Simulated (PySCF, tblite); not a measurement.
Isomers of C7H13FO2, one GFN2-xTB conformer each. Single-point energies are computed at PBE0/pcSseg-1 (PySCF, gas phase, no added dispersion term), electronic only.

Question: Rank them by PBE0/pcSseg-1 energy, lowest first (kcal/mol).
A. `[CH3:1][CH2:2][O:3]/[C:4]([O:5][CH3:6])=[C:7](/[CH3:8])[CH2:9][F:10]` with C1–C2–O3–C4 -80°, C2–O3–C4–O5 -65°, O3–C4–O5–C6 -48°, C4–C7–C9–F10 -107°
B. `[CH3:1][CH2:2][O:3][C@@H:4]1[CH2:5][C@H:6]1[C@@H:7]([F:8])[O:9][CH3:10]` with C1–C2–O3–C4 -69°, C2–O3–C4–C5 166°, C5–C6–C7–F8 32°, C6–C7–O9–C10 173°
C. `[CH3:1][O:2][C@@H:3]1[CH2:4][CH2:5][C@H:6]([CH2:7][F:8])[CH2:9][O:10]1` with C1–O2–C3–C4 -170°, C5–C6–C7–F8 177°, O2–C3–C4–C5 -69°, C3–C4–C5–C6 -55°, C4–C5–C6–C7 178°, C5–C6–C9–O10 -58°
D. `[CH3:1][CH2:2][C@@:3]1([O:4][C@@H:5]([CH3:6])[F:7])[CH2:8][CH2:9][O:10]1` with C1–C2–C3–O4 64°, C2–C3–O4–C5 -164°, C3–O4–C5–C6 160°
E. `[CH3:1][O:2][CH2:3][C@@:4]([F:5])([O:6][CH3:7])[CH:8]1[CH2:9][CH2:10]1` with C1–O2–C3–C4 -72°, O2–C3–C4–F5 71°, C3–C4–O6–C7 -178°, C3–C4–C8–C9 -72°
F. `[CH3:1][CH2:2][CH2:3][C@@H:4]1[O:5][CH2:6][CH2:7][O:8][C@@H:9]1[F:10]` with C1–C2–C3–C4 180°, C2–C3–C4–O5 -64°, C3–C4–O5–C6 -177°, C4–O5–C6–C7 59°, O5–C6–C7–O8 -58°, C6–C7–O8–C9 56°

Answer: F (0.0), C (2.2), D (5.7), A (21.8), B (25.8), E (31.0).

As drawn, the highest has a three-membered ring, which the lowest lacks. Neighbours under 2.5 kcal/mol apart (CCC[C@@H]1OCCO[C@@H]1F and CO[C@@H]1CC[C@H](CF)CO1) can change places with a better method, another conformer or zero-point energy. GFN2-xTB itself gives, in the same order: 2.3, 0.0, 9.4, 22.6, 25.7, 29.4. GFN2-xTB puts CO[C@@H]1CC[C@H](CF)CO1 lowest instead; measured from each level's own lowest isomer, the values differ by up to 3.7 kcal/mol (CC[C@@]1(O[C@@H](C)F)CCO1: 9.4 against 5.7).

Q: Which frontier levels, dipoles and rotational constants go with these structures?

A: 
```json
{"SMILES": "CCC[C@@H]1OCCO[C@@H]1F", "HOMO (eV, PBE0/pcSseg-1)": "-7.27", "LUMO (eV)": "1.42", "dipole (D)": "1.75", "A, B, C (MHz)": "2598, 784.5, 664.4"}
{"SMILES": "CO[C@@H]1CC[C@H](CF)CO1", "HOMO (eV, PBE0/pcSseg-1)": "-7.60", "LUMO (eV)": "1.46", "dipole (D)": "1.92", "A, B, C (MHz)": "2542, 772.2, 691.7"}
{"SMILES": "CC[C@@]1(O[C@@H](C)F)CCO1", "HOMO (eV, PBE0/pcSseg-1)": "-7.71", "LUMO (eV)": "1.45", "dipole (D)": "0.95", "A, B, C (MHz)": "1758, 1115, 821.2"}
{"SMILES": "CCO/C(OC)=C(/C)CF", "HOMO (eV, PBE0/pcSseg-1)": "-6.52", "LUMO (eV)": "0.60", "dipole (D)": "2.70", "A, B, C (MHz)": "1494, 1112, 718.9"}
{"SMILES": "CCO[C@@H]1C[C@H]1[C@@H](F)OC", "HOMO (eV, PBE0/pcSseg-1)": "-6.90", "LUMO (eV)": "1.55", "dipole (D)": "2.18", "A, B, C (MHz)": "1846, 912.0, 680.6"}
{"SMILES": "COC[C@@](F)(OC)C1CC1", "HOMO (eV, PBE0/pcSseg-1)": "-7.35", "LUMO (eV)": "1.46", "dipole (D)": "1.30", "A, B, C (MHz)": "1742, 1155, 859.1"}
```

Q: What happens when harmonic zero-point energies from GFN2-xTB frequencies are added?

A: 
| SMILES | ZPE (kcal/mol) | electronic (kcal/mol) | with ZPE (kcal/mol) |
| --- | --- | --- | --- |
| CCC[C@@H]1OCCO[C@@H]1F | 121.9 | 0.0 | 0.0 |
| CO[C@@H]1CC[C@H](CF)CO1 | 121.8 | 2.2 | 2.1 |
| CC[C@@]1(O[C@@H](C)F)CCO1 | 120.4 | 5.7 | 4.2 |
| CCO/C(OC)=C(/C)CF | 118.7 | 21.8 | 18.7 |
| CCO[C@@H]1C[C@H]1[C@@H](F)OC | 119.8 | 25.8 | 23.7 |
| COC[C@@](F)(OC)C1CC1 | 119.6 | 31.0 | 28.7 |

The zero-point energies span 3.2 kcal/mol. The order is unchanged.
